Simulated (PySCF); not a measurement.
Excitations are Tamm–Dancoff values on a coarser integration grid. The basis has no diffuse functions, so Rydberg states are missing or too high.

Z-matrix (Å, degrees):
```
Ga
Si 1 2.4183
H 2 1.4889 1 113.29
H 2 1.4897 3 108.20 1 124.75
H 2 1.4928 3 107.66 4 115.89
Si 1 2.4202 2 121.69 3 -21.86
H 6 1.4889 1 113.47 2 13.84
H 6 1.4904 7 108.06 1 -123.79
H 6 1.4922 7 107.76 8 -115.82
Si 1 2.4212 2 120.40 3 162.00
H 10 1.4889 1 113.62 2 -11.34
H 10 1.4906 11 108.03 1 123.48
H 10 1.4920 11 107.79 12 115.80
```
Charge 0, multiplicity 1.

Give the total energy, S1–T1 gap (TDA), HOMO–LUMO gap, T1 excitation (TDA), S1 excitation (TDA), dipole moment, HOMO and LUMO at the level PBE-D3(BJ)/def2-TZVP // PBE0-D3(BJ)/def2-TZVP in PySCF 2.14.0.


total energy: -2798.0019 Ha
S1–T1 gap (TDA): 0.50 eV
HOMO–LUMO gap: 2.90 eV
T1 excitation (TDA): 2.62 eV
S1 excitation (TDA): 3.12 eV
dipole moment: 0.16 D
HOMO: -6.28 eV
LUMO: -3.38 eV
